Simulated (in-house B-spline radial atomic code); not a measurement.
A fraction x of an electron is moved 3p → 3d in the cobalt ion Co²⁺, starting from [Ar] 3d7 and keeping the highest spin. Level of theory: scalar-relativistic (X2C) PW91, spin-polarised, spherical fractional occupations, Fermi nucleus of rms radius 3.7875 fm; calculated with a radial B-spline atomic code at the basis-set limit.

```csv
x,E(x) - E(0) (eV),3p down level (eV),3d down level (eV)
0,0.0000,-82.831,-25.403
0.125,7.1793,-82.959,-25.519
0.25,14.3602,-83.087,-25.633
0.375,21.5426,-83.213,-25.748
0.5,?,?,?
0.625,35.9120,-83.464,-25.974
0.75,?,?,?
0.875,50.2874,-83.712,-26.199
1,57.4773,-83.835,-26.310
```

**Question.** What belongs in the row x = 0.5?

**Answer.** An energy change of 28.7266 eV; 3p down at -83.339 eV, 3d down at -25.861 eV.

**Question.** What belongs in the row x = 0.75?

**Answer.** An energy change of 43.0990 eV; 3p down at -83.588 eV, 3d down at -26.087 eV.

**Question.** Check Janak's theorem between x = 0.125 and 0.25.

**Answer.** The slope of the energy is 57.45 eV; the orbital levels give 57.45 eV (ε of the receiving orbital less ε of the emptying one, averaged over the two points).
